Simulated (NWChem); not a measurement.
System: CdH2S; SMILES [SH][CdH]

The following NWChem deck was run.

```
start job
memory heap 200 mb stack 900 mb global 1100 mb
geometry units angstroms noautoz
  Cd     0.399596    -0.372253     0.000000
  H      0.660627    -2.020642     0.000000
  S      0.068026     1.973579     0.000000
  H     -1.290018     1.843513     0.000000
end
basis spherical
  * library def2-tzvp
end
ecp
  Cd library def2-ecp
end
dft
  xc bhlyp
  iterations 150
  vectors input atomic output neutral.movecs
end
task dft energy
charge 1
dft
  odft
  mult 2
  vectors input atomic output cation.movecs
end
task dft energy
```

Excerpt of the output:

```
             Northwest Computational Chemistry Package (NWChem) 7.3.0
             --------------------------------------------------------

 CS  symmetry detected

                             Geometry "geometry" -> ""
                             -------------------------

 Output coordinates in angstroms (scale by  1.889725989 to convert to a.u.)

  No.       Tag          Charge          X              Y              Z
 ---- ---------------- ---------- -------------- -------------- --------------
    1 Cd                  48.0000     0.00949750    -0.58615264     0.00000000
    2 H                    1.0000     0.00670169    -2.25507914     0.00000000
    3 S                   16.0000     0.05287935     1.78259903     0.00000000
    4 H                    1.0000    -1.30865154     1.86882140     0.00000000

 Effective nuclear repulsion energy (a.u.)     204.3023858682

      Symmetry information
      --------------------

 Group name             Cs
 Group number              2
 Group order               2
 No. of unique centers     4

                                 NWChem DFT Module
                                 -----------------

 Summary of "ao basis" -> "ao basis" (spherical)
 ------------------------------------------------------------------------------
       Tag                 Description            Shells   Functions and Types
 ---------------- ------------------------------  ------  ---------------------
 Cd                        def2-tzvp                14       40   6s4p3d1f
 H                         def2-tzvp                 4        6   3s1p
 S                         def2-tzvp                13       37   5s5p2d1f

      Symmetry analysis of basis
      --------------------------

        a'         62
        a"         27

            General Information
            -------------------
          SCF calculation type: DFT
          Wavefunction type:  closed shell.
          No. of atoms     :     4
          No. of electrons :    38
           Alpha electrons :    19
            Beta electrons :    19
          Charge           :     0
          Spin multiplicity:     1
          Use of symmetry is: on ; symmetry adaption is: on
          Maximum number of iterations: 150
          AO basis - number of functions:    89
                     number of shells:    35
          Convergence on energy requested:  1.00D-06
          Convergence on density requested:  1.00D-05
          Convergence on gradient requested:  5.00D-04

              XC Information
              --------------
                        BHLYP Method XC Functional
                     Hartree-Fock (Exact) Exchange  0.500
                        Slater Exchange Functional  0.500 local
                    Becke 1988 Exchange Functional  0.500 non-local
              Lee-Yang-Parr Correlation Functional  1.000

             Grid Information
             ----------------
          Grid used for XC integration:  medium
          Radial quadrature: Mura-Knowles
          Angular quadrature: Lebedev.
          Tag              B.-S. Rad. Rad. Pts. Rad. Cut. Ang. Pts.
          ---              ---------- --------- --------- ---------
          Cd                  1.55      123          10.0       590
          H                   0.35       45          12.0       434
          S                   1.00       88          11.0       590
          Grid pruning is: on
          Number of quadrature shells:   301
          Spatial weights used:  Erf1

      Superposition of Atomic Density Guess
      -------------------------------------

 Sum of atomic energies:        -590.39401607

      Non-variational initial energy
      ------------------------------

 Total energy =    -565.630071
 1-e energy   =   -1027.254705
 2-e energy   =     371.583909
 HOMO         =      -0.318793
 LUMO         =       0.009578

      Symmetry analysis of molecular orbitals - initial
      -------------------------------------------------

  Numbering of irreducible representations:

     1 a'          2 a"

  Orbital symmetries:

     1 a'          2 a'          3 a'          4 a'          5 a"
     6 a'          7 a'          8 a'          9 a"         10 a'
    11 a'         12 a'         13 a"         14 a'         15 a"
    16 a'         17 a'         18 a'         19 a"         20 a'
    21 a'         22 a"         23 a'         24 a'         25 a'
    26 a'         27 a"         28 a'         29 a'

   convergence    iter        energy       DeltaE   RMS-Dens  Diis-err
 ---------------- ----- ----------------- --------- --------- ---------
 d= 0,ls=0.0,diis     1   -567.0541168464 -6.57D+02  7.56D-03  3.15D-01
 d= 0,ls=0.0,diis     2   -567.0749005897 -2.08D-02  3.30D-03  1.11D-01
 d= 0,ls=0.0,diis     3   -567.0885624092 -1.37D-02  9.19D-04  1.70D-02
 d= 0,ls=0.0,diis     4   -567.0902011889 -1.64D-03  1.56D-04  4.29D-04
 d= 0,ls=0.0,diis     5   -567.0902579416 -5.68D-05  5.93D-05  4.14D-05
  Resetting Diis
 d= 0,ls=0.0,diis     6   -567.0902616956 -3.75D-06  1.47D-05  2.66D-06
 d= 0,ls=0.0,diis     7   -567.0902620374 -3.42D-07  3.94D-06  7.42D-08

         Total DFT energy =     -567.090262037374
      One electron energy =    -1027.948050258208
           Coulomb energy =      412.612709893828
    Exchange-Corr. energy =      -41.795647080006
 Nuclear repulsion energy =       90.040725407013

 Numeric. integr. density =       38.000001423664

                  Occupations of the irreducible representations
                  ----------------------------------------------

                     irrep           alpha         beta
                     --------     --------     --------
                     a'               14.0         14.0
                     a"                5.0          5.0

                       DFT Final Molecular Orbital Analysis
                       ------------------------------------

 Vector   17  Occ=2.000000D+00  E=-3.857088D-01  Symmetry=a'
              MO Center= -1.3D-02, -9.1D-01, -1.6D-16, r^2= 3.4D+00
   Bfn.  Coefficient  Atom+Function         Bfn.  Coefficient  Atom+Function
  ----- ------------  ---------------      ----- ------------  ---------------
     5      0.536666  1 Cd s                  3     -0.329288  1 Cd s
    42      0.227089  2 H  s                  2      0.186972  1 Cd s
     4     -0.166916  1 Cd s                 43      0.151827  2 H  s
    62     -0.149628  3 S  py                23      0.137557  1 Cd d  2
     6      0.134076  1 Cd s                 41      0.127948  2 H  s

 Vector   18  Occ=2.000000D+00  E=-3.307635D-01  Symmetry=a'
              MO Center=  2.8D-02,  6.2D-01, -2.6D-16, r^2= 4.4D+00
   Bfn.  Coefficient  Atom+Function         Bfn.  Coefficient  Atom+Function
  ----- ------------  ---------------      ----- ------------  ---------------
    62      0.406795  3 S  py                65      0.280453  3 S  py
    42      0.199693  2 H  s                 14     -0.187800  1 Cd py
    59      0.178928  3 S  py                43      0.176097  2 H  s
     8      0.173140  1 Cd py                53     -0.151893  3 S  py
    50      0.108724  3 S  s                 41      0.106853  2 H  s

 Vector   19  Occ=2.000000D+00  E=-2.963697D-01  Symmetry=a"
              MO Center=  2.2D-02,  1.7D+00, -6.0D-15, r^2= 1.8D+00
   Bfn.  Coefficient  Atom+Function         Bfn.  Coefficient  Atom+Function
  ----- ------------  ---------------      ----- ------------  ---------------
    63      0.493969  3 S  pz                66      0.398444  3 S  pz
    60      0.232558  3 S  pz                54     -0.187402  3 S  pz
    57     -0.088476  3 S  pz                20     -0.079157  1 Cd d -1
    15      0.070631  1 Cd pz                18      0.051187  1 Cd pz
     9     -0.050524  1 Cd pz                25     -0.043204  1 Cd d -1

 Vector   20  Occ=0.000000D+00  E=-1.027627D-02  Symmetry=a'
              MO Center= -1.8D-01, -6.4D-01, -1.2D-15, r^2= 5.6D+00
   Bfn.  Coefficient  Atom+Function         Bfn.  Coefficient  Atom+Function
  ----- ------------  ---------------      ----- ------------  ---------------
    16      0.838375  1 Cd px                13      0.272154  1 Cd px
     7     -0.191818  1 Cd px                 6     -0.172351  1 Cd s
    86      0.153684  4 H  s                 65     -0.092778  3 S  py
    17     -0.079190  1 Cd py                64     -0.077884  3 S  px
    85      0.059194  4 H  s                 43      0.056417  2 H  s

 Vector   21  Occ=0.000000D+00  E= 3.911769D-04  Symmetry=a"
              MO Center=  6.0D-03, -6.3D-01,  2.1D-16, r^2= 5.8D+00
   Bfn.  Coefficient  Atom+Function         Bfn.  Coefficient  Atom+Function
  ----- ------------  ---------------      ----- ------------  ---------------
    18      0.866119  1 Cd pz                66     -0.267042  3 S  pz
    15      0.264663  1 Cd pz                 9     -0.187463  1 Cd pz
    63     -0.110895  3 S  pz                60     -0.076773  3 S  pz
    54      0.050705  3 S  pz                73     -0.031078  3 S  d -1
    57      0.026134  3 S  pz

 Vector   22  Occ=0.000000D+00  E= 6.407755D-03  Symmetry=a'
              MO Center=  1.6D-01, -4.8D-02,  4.5D-15, r^2= 6.1D+00
   Bfn.  Coefficient  Atom+Function         Bfn.  Coefficient  Atom+Function
  ----- ------------  ---------------      ----- ------------  ---------------
     6      1.184375  1 Cd s                 43     -0.632573  2 H  s
    51     -0.632403  3 S  s                 65      0.428166  3 S  py
     5      0.282426  1 Cd s                 17      0.256197  1 Cd py
    62      0.194726  3 S  py                 3     -0.184203  1 Cd s
    86      0.164826  4 H  s                 23     -0.159605  1 Cd d  2

     Multipole analysis of the density
     ---------------------------------

     L   x y z        total         alpha         beta         nuclear
     -   - - -        -----         -----         ----         -------
     0   0 0 0      0.000000    -19.000000    -19.000000     38.000000

[...]
```

Level: BHandHLYP/def2-TZVP with def2 effective core potentials on Cd, vertical spin-unrestricted ions. Structure relaxed at the PBE-D3(BJ)/def2-SVP level. def2 effective core potentials on Cd; no spin-orbit coupling.
